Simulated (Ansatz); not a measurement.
`O[SiH2][Ga]1[CH2][S]1`. Total charge 0; spin multiplicity 1. Correlated methods include outer-core shells of Ga, which these sets cover unevenly. Scalar relativity is left out up to krypton.

Z-matrix (Å, degrees):
```
Si
Ga 1 2.382
O 1 1.648 2 113.1
H 1 1.480 2 109.4 3 -117.5
H 1 1.489 2 106.6 3 123.7
S 2 2.179 1 140.9 3 165.4
C 2 1.949 1 165.7 3 -19.9
H 3 0.958 1 118.4 2 57.9
H 7 1.086 2 119.9 1 78.1
H 7 1.086 2 120.0 1 -69.9
```

(1) Give the diagnostics of a CCSD(T)/def2-TZVPP run (frozen core, Ansatz 0.2.0). (Estimate.)

Results:

(1) Ansatz gave: T1 = 0.0154, largest single amplitude 0.041, largest double 0.029, (T) share of the correlation energy 4.3 %, 10 CCSD cycles. The RHF solution is stable towards an unrestricted one. T1 lies under the customary mark of 0.02 for closed shells.
